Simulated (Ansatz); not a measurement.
`N[C@H]1O[Si@@H]1[SiH3]` → `[SiH3]N[SiH]1CO1`  (isomerisation)

Computed with Ansatz on PBE0-D4/def2-TZVP structures; ΔE is electronic, products minus reactants. CBS: MP2 limit from def2 TZ/QZ plus the TZ coupled-cluster correction, frozen cores. DFT in def2-TZVPP. B3LYP here is the variant with VWN-RPA as its local correlation; programs differ in this. One conformer a species, not always the lowest.

| level | ΔE (kJ/mol) | difference from CCSD(T)/CBS |
| --- | --- | --- |
| PBE-D4 | -128.3 | 38.6 |
| r2SCAN-D4 | -153.1 | 13.8 |
| PBE0-D4 | -143.3 | 23.6 |
| B3LYP-D4 | -158.3 | 8.6 |
| ωB97X-V | -159.2 | 7.7 |
| ωB97M-V | -168.1 | -1.2 |
| B2PLYP | -165.5 | 1.4 |
| PBE | -127.5 | 39.4 |
| r2SCAN | -153.0 | 13.9 |
| B3LYP | -157.1 | 9.8 |
| MP2/def2-TZVPP | -175.9 | -9.0 |
| SCS-MP2/def2-TZVPP | -177.5 | -10.6 |
| SCS-MP2/def2-QZVPP | -179.6 | -12.7 |
| HF/CBS(def2) | -192.4 | -25.5 |
| MP2/CBS(def2) | -178.0 | -11.1 |
| CCSD/CBS(def2) | -172.2 | -5.3 |
| CCSD(T)/CBS | -166.9 | 0 |

Largest T1 diagnostic among the species: 0.015.

In def2-TZVPP, CCSD(T) changes the Hartree–Fock value by +25.1 kJ/mol (the triples alone add +5.3 kJ/mol) and MP2 by +14.0 kJ/mol. From PBE to PBE0 (25 % exact exchange), in def2-TZVPP and without D4, ΔE moves by −15.2 kJ/mol.
